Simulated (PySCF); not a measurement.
## GaCl and its ions

r²SCAN; PySCF, no relativity, basis sets Ga def2-TZVPPD, Cl def2-TZVPPD. Neutral (UKS): singlet (closed shell), Re = 2.209 Å, ωe = 369 cm⁻¹, De = 4.94 eV, HOMO -6.79 eV, LUMO -2.27 eV.

GaCl⁺ (UKS): doublet (σ ↑), Re = 2.078 Å, ωe = 443 cm⁻¹, De = 1.35 eV to Ga⁺ + Cl. The energies at the minima are -2385.08932 hartree for GaCl and -2384.73216 for GaCl⁺.

(1) Work out the adiabatic ionisation energy, without and with harmonic zero-point energies (1 hartree = 27.2114 eV, 1 eV = 8065.5 cm⁻¹), and the change of the bond length.

GaCl⁻ (UKS): doublet (π ↑), Re = 2.389 Å, ωe = 247 cm⁻¹, De = 1.50 eV to Ga + Cl⁻. The energies at the minima are -2385.08932 hartree for GaCl and -2385.09598 for GaCl⁻.

(2) Work out the adiabatic electron affinity, without and with harmonic zero-point energies (1 hartree = 27.2114 eV, 1 eV = 8065.5 cm⁻¹), and the change of the bond length.

Spin–orbit coupling is left out. For an ion De counts to the pair picked by the measured ionisation energies or electron affinities, which need not be the lowest pair at this level. The highest Kohn–Sham level is positive in this anion. Much of that is self-interaction error, but it also means that the finite basis helps to hold the extra electron. States were picked by a PBE0 search and need not be the measured ground states.

## Answers

(1) At r²SCAN: 0.35716 hartree = 9.719 eV between the minima; the zero-point term (443.0 − 369.0)/2 cm⁻¹ = +0.005 eV makes it 9.723 eV. Re changes by -13.1 pm against the neutral. Minus the HOMO energy is 6.79 eV, -2.93 eV from the value between the minima; self-interaction puts the Kohn–Sham level too high, less so with exact exchange. The electron leaves a σ orbital, and the shorter bond of the ion fits an antibonding orbital, or a change in how ionic the bond is.

(2) At r²SCAN: 0.00666 hartree = 0.181 eV between the minima; the zero-point term (369.0 − 247.0)/2 cm⁻¹ = +0.008 eV makes it 0.189 eV. Re changes by +18.0 pm against the neutral. The electron enters a π orbital, and the longer bond of the ion fits an antibonding orbital, or a change in how ionic the bond is.
